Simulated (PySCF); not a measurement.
F5Te, SMILES F[Te](F)(F)(F)F, multiplicity 2. Geometry optimised at PBE-D3(BJ)/def2-SVP. The isomer is the one that the SMILES or the coordinates give; other isomers of the formula were not compared. The def2 effective core potentials stand for the cores of Te; spin–orbit coupling is left out.

Computed equilibrium geometry at PBE-D3(BJ)/def2-SVP (PySCF confirms it by a frequency run) as bond lengths and angles, and its point group:
point group C4v.
Atoms: F1 Te2 F3 F4 F5 F6. Bond lengths (Å): F1–Te2 1.961, Te2–F3 1.961, Te2–F4 1.961, Te2–F5 1.904, Te2–F6 1.961. Bond angles (°): F1–Te2–F3 90.0, F1–Te2–F4 90.0, F1–Te2–F5 91.2, F1–Te2–F6 177.5, F3–Te2–F4 177.5, F3–Te2–F5 91.2, F3–Te2–F6 90.0, F4–Te2–F5 91.2, F4–Te2–F6 90.0, F5–Te2–F6 91.2.
Charge 0, spin multiplicity 2.
